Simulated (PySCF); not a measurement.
C₅H₁₂S₂Si.
Atom-mapped SMILES: `[SiH3:1][S:2][C@H:3]1[CH2:4][CH2:5][CH2:6][CH2:7][S:8]1` (hydrogens: H9, H10, H11 on Si1; H12 on C3; H13, H14 on C4; H15, H16 on C5; H17, H18 on C6; H19, H20 on C7)

Structure used (PBE0-D3(BJ)/def2-SVP), in Å, numbered top down from 1:
```
atom  x, y, z in Å
Si1    3.070   -0.260   -0.041
S2     1.618    1.048   -0.922
C3     0.403   -0.168   -1.611
C4    -0.158   -1.144   -0.583
C5    -0.965   -0.480    0.525
C6    -2.159    0.311    0.001
C7    -1.759    1.403   -0.978
S8    -0.911    0.755   -2.449
H9     3.396   -1.371   -0.988
H10    2.625   -0.865    1.253
H11    4.275    0.584    0.203
H12    0.915   -0.714   -2.418
H13   -0.791   -1.861   -1.134
H14    0.666   -1.734   -0.145
H15   -0.301    0.193    1.095
H16   -1.311   -1.251    1.230
H17   -2.871   -0.372   -0.495
H18   -2.697    0.772    0.847
H19   -2.638    1.937   -1.371
H20   -1.106    2.149   -0.497
```

Level: PBE0/pcSseg-1 in PySCF, non-relativistic, on one gas-phase PBE0-D3(BJ)/def2-SVP geometry that isn't relaxed in the solvent. The solvent is an IEF-PCM continuum (Bondi radii, 1.10 Å for H, scaled by 1.2). Specific hydrogen bonds and non-electrostatic terms are outside this model.

| run | E − E(gas) (kcal/mol) | HOMO (eV) | HOMO–LUMO gap (eV) | dipole (D) |
| --- | --- | --- | --- | --- |
| gas | 0.00 | -6.58 | 6.74 | 2.34 |
| P | -4.18 | -6.69 | 6.87 | 3.31 |
| Q | -2.95 | -6.63 | 6.83 | 3.00 |

Question: The runs were made in acetonitrile and chloroform. Which run belongs to which solvent?

Answer: P = acetonitrile, Q = chloroform. The dielectric constants are 4.711 (chloroform), 35.69 (acetonitrile), and the energy falls further as ε rises. In this model the ground state sees the solvent through ε alone.

Question: How constant is the ratio of the lowering to (ε − 1)/(2ε + 1)?

Answer: 
```json
{"solvent": "chloroform", "(ε − 1)/(2ε + 1)": "0.356", "E − E(gas) (kcal/mol)": "-2.95", "ratio (kcal/mol)": "-8.3", "polarisation term (kcal/mol)": "-3.35"}
{"solvent": "acetonitrile", "(ε − 1)/(2ε + 1)": "0.479", "E − E(gas) (kcal/mol)": "-4.18", "ratio (kcal/mol)": "-8.7", "polarisation term (kcal/mol)": "-5.02"}
```

The ratio changes by +5.1 % in size from chloroform to acetonitrile. The polarisation term is half the interaction of the solute with the induced surface charges.
